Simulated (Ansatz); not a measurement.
`C[SiH2]O[SiH2]F` + BH₃ → `B[SiH2]O[SiH2]F` + CH₄  (formal exchange of groups at the Si–C bond)

Calculated with Ansatz (gas phase, PBE0-D4/def2-TZVP geometries, no zero-point term in ΔE). CCSD(T)/CBS adds triple-zeta CCSD(T) − MP2 to the extrapolated MP2 energy (def2 sets, frozen cores). This one scheme is used for every species. Functionals use def2-TZVPP. One conformer a species, not always the lowest.

CCSD(T)/CBS gives +21.7 kJ/mol.

Another level gave +21.9 kJ/mol. Which?
A. HF/def2-TZVPP
B. B2PLYP/def2-TZVPP
C. PBE/def2-TZVPP
D. r2SCAN-D4/def2-TZVPP

B. B2PLYP 21.9, r2SCAN-D4 16.5, HF/def2-TZVPP 27.7, PBE 8.5 kJ/mol.

Largest T1 diagnostic among the species: 0.012.

From PBE to PBE0 (25 % exact exchange), in def2-TZVPP and without D4, ΔE moves by +5.4 kJ/mol.
